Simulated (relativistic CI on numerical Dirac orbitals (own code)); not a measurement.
**Electric-dipole lines of Os⁴⁺**

Computed by Dirac-Coulomb-Breit CI, KLI orbitals optimised for each configuration, model QED (radiative potential, 1s self-energy scaled to tabulated hydrogen-like ionisation energies), valence Slater integrals scaled by 0.85, P86 correlation energy added to each configuration (own radial code, finite nucleus).

Configurations in the expansion (outside the closed core [Kr] 4d10 4f14): 5s²5p⁶5d⁴, 5s²5p⁶5d³6s, 5s²5p⁶5d³6p, 5s²5p⁶5d³5f, 5s²5p⁶5d³5g, 5s²5p⁶5d²6s6p, 5s²5p⁶5d³7s, 5s²5p⁶5d³6d, 5s²5p⁵5d⁵, 5s²5p⁶5d³7p, 5s²5p⁶5d³7d, 5s²5p⁶5d³8s, 5s²5p⁶5d³6f, 5s²5p⁶5d³8p, 5s²5p⁶5d²5f6s, 5s²5p⁶5d³8d, 5s²5p⁵5d⁴5f, 5s²5p⁶5d²6p6d, 5s²5p⁵5d⁴5g, 5s5p⁶5d⁵, 5s²5p⁶5d²5f5g, 5s²5p⁶5d²6s², 5s²5p⁶5d6s²6p, 5s²5p⁶5d5f6s², 5s²5p⁶5d5g6s², 5s²5p⁶5d6s²7s, 5s²5p⁶5d6s²6d, 5s²5p⁶5d²5f², 5s²5p⁶5d5f²6s, 5s²5p⁶5d5f²6p, 5s²5p⁶5d5f³, 5s²5p⁶5d5f²5g, 5s²5p⁶5d5f²7s, 5s²5p⁶5d5f²6d. Double excitations out of closed p, d and f shells are left out; levels of such configurations are missing from the list, as are those of other unlisted configurations, and high levels can miss mixing partners. These lack a partner that the ground configuration has and come out too high: 5s²5p⁶5d³7p, 5s²5p⁶5d³7d, 5s²5p⁶5d³8s, 5s²5p⁶5d³6f, 5s²5p⁶5d³8p.

| λ vac (nm) | Lower | Upper | A (s⁻¹) | E lower (eV) | E upper (eV) |
| --- | --- | --- | --- | --- | --- |
| 36.468 | 5s²5p⁶5d⁴ ⁵D2 [3] | 5s²5p⁶5d³5f ⁵D°1 [391] | 1.15e+10 | 0.8812 | 34.8796 |
| 36.580 | 5s²5p⁶5d⁴ ⁵D0 [1] | 5s²5p⁶5d³5f ⁵P°1 [315] | 8.57e+09 | 0.0000 | 33.8944 |
| 36.813 | 5s²5p⁶5d⁴ ⁵D3 [4] | 5s²5p⁶5d³5f ³G°4 [394] | 5.25e+09 | 1.2264 | 34.9061 |
| 36.925 | 5s²5p⁶5d⁴ ⁵D0 [1] | 5s²5p⁶5d³5f ³D°1 [297] | 1.01e+10 | 0.0000 | 33.5770 |
| 36.985 | 5s²5p⁶5d⁴ ⁵D1 [2] | 5s²5p⁶5d³5f ⁵F°2 [321] | 6.68e+09 | 0.4579 | 33.9808 |
| 61.628 | 5s²5p⁶5d⁴ ¹I6 [21] | 5s²5p⁶5d³6p ³H°6 [159] | 2.44e+09 | 4.6317 | 24.7498 |
| 62.092 | 5s²5p⁶5d⁴ ³G5 [18] | 5s²5p⁶5d³6p ³F°4 [152] | 4.43e+09 | 4.3610 | 24.3288 |
| 62.117 | 5s²5p⁶5d⁴ ³H6 [12] | 5s²5p⁶5d³6p ³H°6 [131] | 2.03e+09 | 3.2614 | 23.2211 |
| 62.791 | 5s²5p⁶5d⁴ ⁵D3 [4] | 5s²5p⁶5d³6p ⁵F°3 [90] | 1.74e+09 | 1.2264 | 20.9718 |
| 62.970 | 5s²5p⁶5d⁴ ⁵D2 [3] | 5s²5p⁶5d³6p ⁵D°2 [88] | 2.25e+09 | 0.8812 | 20.5705 |
| 63.012 | 5s²5p⁶5d⁴ ⁵D2 [3] | 5s²5p⁶5d³6p ⁵P°1 [87] | 4.36e+09 | 0.8812 | 20.5574 |
| 63.169 | 5s²5p⁶5d⁴ ¹I6 [21] | 5s²5p⁶5d³6p ¹H°5 [150] | 3.83e+09 | 4.6317 | 24.2592 |
| 63.190 | 5s²5p⁶5d³6s ³H6 [54] | 5s²5p⁶5d²6s6p ³G°5 [299] | 6.40e+09 | 13.9901 | 33.6108 |
| 63.816 | 5s²5p⁶5d⁴ ³H6 [12] | 5s²5p⁶5d³6p ³G°5 [121] | 3.14e+09 | 3.2614 | 22.6899 |
| 64.060 | 5s²5p⁶5d⁴ ³H6 [12] | 5s²5p⁶5d³6p ³G°5 [118] | 4.22e+09 | 3.2614 | 22.6157 |
| 64.542 | 5s²5p⁶5d⁴ ³H5 [11] | 5s²5p⁶5d³6p ³H°5 [112] | 2.08e+09 | 2.9883 | 22.1980 |
| 65.019 | 5s²5p⁶5d⁴ ⁵D3 [4] | 5s²5p⁶5d³6p ⁵D°4 [83] | 1.37e+09 | 1.2264 | 20.2952 |
| 65.096 | 5s²5p⁶5d⁴ ³H4 [7] | 5s²5p⁶5d³6p ³G°3 [98] | 2.89e+09 | 2.4060 | 21.4523 |
| 65.100 | 5s²5p⁶5d⁴ ³H4 [7] | 5s²5p⁶5d³6p ³H°4 [97] | 3.41e+09 | 2.4060 | 21.4512 |
| 65.181 | 5s²5p⁶5d⁴ ³H5 [11] | 5s²5p⁶5d³6p ³G°4 [107] | 2.17e+09 | 2.9883 | 22.0097 |
| 65.615 | 5s²5p⁶5d⁴ ⁵D2 [3] | 5s²5p⁶5d³6p ⁵F°3 [78] | 2.14e+09 | 0.8812 | 19.7769 |
| 65.803 | 5s²5p⁶5d⁴ ³H6 [12] | 5s²5p⁶5d³6p ³H°6 [110] | 1.81e+09 | 3.2614 | 22.1031 |
| 65.815 | 5s²5p⁶5d⁴ ¹I6 [21] | 5s²5p⁶5d³6p ¹H°5 [135] | 3.01e+09 | 4.6317 | 23.4700 |
| 65.888 | 5s²5p⁶5d⁴ ⁵D4 [5] | 5s²5p⁶5d³6p ⁵D°4 [83] | 2.47e+09 | 1.4776 | 20.2952 |
| 110.04 | 5s²5p⁶5d³6p ⁵G°6 [103] | 5s²5p⁶5d³6d ⁵H7 [266] | 3.88e+09 | 21.6958 | 32.9634 |
| 112.16 | 5s²5p⁶5d³6p ³H°6 [131] | 5s²5p⁶5d³6d ³K7 [343] | 3.82e+09 | 23.2211 | 34.2752 |
| 120.14 | 5s²5p⁶5d³6s ⁵F4 [37] | 5s²5p⁶5d³6p ⁵G°5 [100] | 1.28e+09 | 11.1804 | 21.5005 |
| 122.28 | 5s²5p⁶5d³6s ³H6 [54] | 5s²5p⁶5d³6p ³I°7 [148] | 1.85e+09 | 13.9901 | 24.1296 |
| 122.31 | 5s²5p⁶5d³6s ³H5 [48] | 5s²5p⁶5d³6p ³H°6 [131] | 1.60e+09 | 13.0846 | 23.2211 |
| 123.03 | 5s²5p⁶5d³6s ⁵F5 [39] | 5s²5p⁶5d³6p ⁵G°6 [103] | 1.62e+09 | 11.6184 | 21.6958 |

Terms are leading LS components. Brackets give the number of a level in order of energy, since labels repeat. The list gives strong lines, with weight on those to low levels, without lines whose two gauges differ by over a factor of 2.5, among the lowest 400 of 12446 levels, so that lines to higher ones, which can be the strongest, are missing. Levels whose partners in the same complex of configurations lie outside the list can be far off, and so can their lines. Rates are taken at the computed energies, electric ones in the length gauge.

At this charge configurations can still be misplaced by up to about 7 % of their energy. Levels and lines within the n = 5 or 6 shells can be off by up to 10 % or somewhat more, and those that change n by about 2 %, since core polarisation is missing. 31 of the 56 excited levels that our extract of the measured tables holds in this range could be paired (the sources list more); they are missed by 4550 cm⁻¹ on average and 8960 at most, and levels without a partner can miss by more. Some levels of the ground configuration have no partner and can miss by 10 % or more.

LS names give the leading component of a level, which can be under half, so a name can repeat, a term be missing and a line seem to break the LS rules.
